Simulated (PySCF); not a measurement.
# Pt(3+): interval between two levels

Pt(3+) [Xe] 4f14 5d7 [4F9/2, M_J = 9/2] → Pt(3+) [Xe] 4f14 5d6 6p1 [6F11/2, M_J = 11/2], as a difference of total energies. Calculation: PySCF 2.14, in x2c-TZVPall-2c; the two-component X2C-1e Hamiltonian. Correlated levels: [Kr] 4d10 4f14 frozen; the 34 highest virtual spinors dropped. "Screened" scales the spin-orbit matrix elements by Boettger's factors to mimic the two-electron term; Breit and QED terms are absent.

| method | interval between two levels (cm⁻¹) |
| --- | --- |
| GHF (screened spin-orbit) | 126440 |
| GMP2 (screened spin-orbit) | 128450 |

The labels give the starting determinants; with spin-orbit coupling the two ends relaxed to ⟨J²⟩ = 24.76, ⟨L²⟩ = 13.32, ⟨S²⟩ = 3.49 and ⟨J²⟩ = 35.78, ⟨L²⟩ = 13.33, ⟨S²⟩ = 8.20.
